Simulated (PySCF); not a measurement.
Exercise with solution: entropy of an ideal gas

Te(OH)(SiH3) (H₄OSiTe), SMILES O[Te][SiH3].

Coordinates come from a r2SCAN-D4/def2-SVP optimisation. The def2 effective core potentials stand for the cores of Te; spin–orbit coupling is left out. Other conformers were not sampled.

r2SCAN-D4/def2-SVP in PySCF gives the harmonic wavenumbers 105, 122, 319, 330, 531, 547, 576, 871, 913, 945, 1023, 2211, 2226, 2235, 3796 cm⁻¹ and the rotational temperatures 0.3558, 0.1378, 0.1025 K. The molar mass is 175.72 g/mol, the symmetry number 1, the spin multiplicity 1.

Work out the entropy at 298.15 K and 1 atm in the rigid-rotor, harmonic-oscillator model.


Translation (Sackur–Tetrode at 1 atm): S = R[1.5 ln M + 2.5 ln T − 1.16487] = 173.2 J/(mol K).
Rotation: q = (√π/σ) T^1.5/√(θA θB θC) = 129000, S = R[ln q + 3/2] = 110.3 J/(mol K).
Vibration: with u = 1.4388 ν/T, each mode gives R[u/(e^u − 1) − ln(1 − e^−u)]:
```
ν (cm⁻¹)  modes     u  S (J/(mol K))
--------  -----  ----  -------------
105           1  0.51          14.06
122           1  0.59          12.84
319           1  1.54           5.50
330           1  1.59           5.27
531           1  2.56           2.45
547           1  2.64           2.30
576           1  2.78           2.06
871           1  4.20           0.66
913           1  4.41           0.55
945           1  4.56           0.49
1023          1  4.94           0.36
```
The stiffer modes add less than 0.005 each. Sum 46.5 J/(mol K).
Spin: R ln 1 = 0.0 J/(mol K).
Total 330.0 J/(mol K); the program's own thermochemistry gives 330.1. Translation makes up 52 % and vibration 14 %. Anharmonicity, hindered rotation and orbital degeneracy are left out.
